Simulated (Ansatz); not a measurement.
AlH4N (SMILES [NH2][AlH2]) moved off its minimum; all values from Ansatz (a first-principles code), cores frozen in correlated methods.
(charge 0, multiplicity 1)
```xyz
6

Al     0.03758    -0.15482    -0.39773
H     -1.35164    -0.21245    -1.38229
H      1.27817    -1.08390    -1.04329
N      0.08404     0.70676     1.19987
H     -0.89768     1.00310     1.30713
H      0.77552     0.50541     1.74779
```

Forces at HF/def2-TZVPP (eV/Å):

```
atom      Fx      Fy      Fz
----  ------  ------  ------
Al1    0.041  -0.696  -0.901
H2     0.996   0.338   1.032
H3    -0.677   0.783   0.680
N4    -5.976   0.279  -7.541
H5     2.149  -0.122   1.801
H6     3.467  -0.582   4.930
```

**Question.** Give the forces (eV/Å), the total energy and the dipole at CCSD(T)/aug-cc-pV(T+d)Z.

**Answer.** 
```tsv
atom	Fx	Fy	Fz
Al1	0.011	-0.820	-1.141
H2	0.882	0.323	0.937
H3	-0.585	0.704	0.617
N4	-5.753	0.539	-7.174
H5	1.406	0.041	1.637
H6	4.039	-0.787	5.125
```
Energy -299.0683 hartree, dipole 1.28 D.
